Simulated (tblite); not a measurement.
Species: C₄H₁₃BO₂Si₂.
Bonds: C1–C2 (double), C2–C3, C2–B4, B4–O5, O5–Si6, B4–O7, O7–Si8, Si8–C9. Hydrogens: H10, H11 on C1; H12, H13, H14 on C3; H15, H16, H17 on Si6; H18, H19 on Si8; H20, H21, H22 on C9.

Computed with GFN2-xTB (tblite), gas phase: L-BFGS steps from a force-field or distance-geometry start until the largest atomic force falls under 0.01 eV/Å.

Geometry at step 25:
```
atom  x, y, z in Å
C1     -2.6744    0.2995    0.7784
C2     -1.9403   -0.4950    0.0055
C3     -2.5640   -1.6291   -0.7626
B4     -0.3783   -0.2193   -0.1570
O5      0.0459    1.0296   -0.3956
Si6     0.0481    2.6224   -0.2124
O7      0.5292   -1.2019   -0.0356
Si8     2.1199   -1.4908    0.1551
C9      3.3123   -0.0126    0.1250
H10    -3.7365    0.1684    0.9261
H11    -2.2363    1.1316    1.3060
H12    -3.5184   -1.9362   -0.3364
H13    -2.7363   -1.3064   -1.7907
H14    -1.8806   -2.4742   -0.7884
H15     0.2956    2.8877    1.2041
H16     1.1406    3.0480   -1.0910
H17    -1.2371    3.2061   -0.6076
H18     2.4694   -2.3552   -0.9744
H19     2.1969   -2.1114    1.4840
H20     4.3123   -0.3752   -0.0957
H21     3.3574    0.4978    1.0830
H22     3.0640    0.7356   -0.6221
```

**Question.** What forces act on the atoms?

**Answer.** 
```json
{"atom": "C1", "Fx (eV/Å)": "0.007", "Fy (eV/Å)": "0.015", "Fz (eV/Å)": "-0.014"}
{"atom": "C2", "Fx (eV/Å)": "0.012", "Fy (eV/Å)": "0.062", "Fz (eV/Å)": "-0.024"}
{"atom": "C3", "Fx (eV/Å)": "0.052", "Fy (eV/Å)": "0.023", "Fz (eV/Å)": "0.020"}
{"atom": "B4", "Fx (eV/Å)": "-0.010", "Fy (eV/Å)": "0.015", "Fz (eV/Å)": "0.001"}
{"atom": "O5", "Fx (eV/Å)": "0.005", "Fy (eV/Å)": "-0.037", "Fz (eV/Å)": "0.085"}
{"atom": "Si6", "Fx (eV/Å)": "0.012", "Fy (eV/Å)": "-0.013", "Fz (eV/Å)": "-0.089"}
{"atom": "O7", "Fx (eV/Å)": "-0.023", "Fy (eV/Å)": "0.054", "Fz (eV/Å)": "-0.002"}
{"atom": "Si8", "Fx (eV/Å)": "-0.023", "Fy (eV/Å)": "0.060", "Fz (eV/Å)": "0.013"}
{"atom": "C9", "Fx (eV/Å)": "0.047", "Fy (eV/Å)": "0.020", "Fz (eV/Å)": "0.010"}
{"atom": "H10", "Fx (eV/Å)": "0.015", "Fy (eV/Å)": "-0.091", "Fz (eV/Å)": "-0.036"}
{"atom": "H11", "Fx (eV/Å)": "0.033", "Fy (eV/Å)": "-0.019", "Fz (eV/Å)": "0.001"}
{"atom": "H12", "Fx (eV/Å)": "0.059", "Fy (eV/Å)": "0.037", "Fz (eV/Å)": "0.013"}
{"atom": "H13", "Fx (eV/Å)": "0.019", "Fy (eV/Å)": "-0.036", "Fz (eV/Å)": "0.012"}
{"atom": "H14", "Fx (eV/Å)": "-0.034", "Fy (eV/Å)": "-0.048", "Fz (eV/Å)": "0.009"}
{"atom": "H15", "Fx (eV/Å)": "0.051", "Fy (eV/Å)": "0.045", "Fz (eV/Å)": "0.041"}
{"atom": "H16", "Fx (eV/Å)": "-0.045", "Fy (eV/Å)": "0.049", "Fz (eV/Å)": "0.047"}
{"atom": "H17", "Fx (eV/Å)": "0.015", "Fy (eV/Å)": "-0.008", "Fz (eV/Å)": "-0.028"}
{"atom": "H18", "Fx (eV/Å)": "-0.112", "Fy (eV/Å)": "-0.105", "Fz (eV/Å)": "-0.006"}
{"atom": "H19", "Fx (eV/Å)": "-0.054", "Fy (eV/Å)": "-0.070", "Fz (eV/Å)": "-0.068"}
{"atom": "H20", "Fx (eV/Å)": "0.070", "Fy (eV/Å)": "0.075", "Fz (eV/Å)": "0.024"}
{"atom": "H21", "Fx (eV/Å)": "-0.019", "Fy (eV/Å)": "0.020", "Fz (eV/Å)": "0.029"}
{"atom": "H22", "Fx (eV/Å)": "-0.078", "Fy (eV/Å)": "-0.050", "Fz (eV/Å)": "-0.039"}
```

The largest, 0.15 eV/Å, acts on H18; the rms over all components is 0.045 eV/Å. The forces sum to zero within rounding, as they must for an isolated molecule in no field.

**Question.** Give the force on H18 in Eh/bohr and in nN.

**Answer.** 0.154 eV/Å ÷ 51.422 = 0.00299 Eh/bohr, and 0.154 eV/Å × 1.602 = 0.25 nN.

**Question.** How far is this geometry from the end of the optimisation?

**Answer.** 0.113 eV above it, and 0.926 Å rms away after alignment. The bonds farthest from their final lengths, with half the difference of the two atoms' forces along the bond (positive lengthens):

| bond | now (Å) | final (Å) | force along bond (eV/Å) |
| --- | --- | --- | --- |
| O7–Si8 | 1.628 | 1.610 | 0.00 |
| C2–B4 | 1.594 | 1.586 | -0.02 |
| B4–O7 | 1.343 | 1.336 | -0.02 |
| B4–O5 | 1.340 | 1.337 | -0.03 |
| C3–H13 | 1.091 | 1.089 | 0.00 |
| Si6–H17 | 1.466 | 1.463 | -0.01 |

The angle farthest from its final value is B4–O7–Si8, 143.2° against 162.0°.

The cost below is that of the whole relaxation. Time: 4.6 s of wall time. Hardware: one thread of an Arm Neoverse N1, on a shared host.
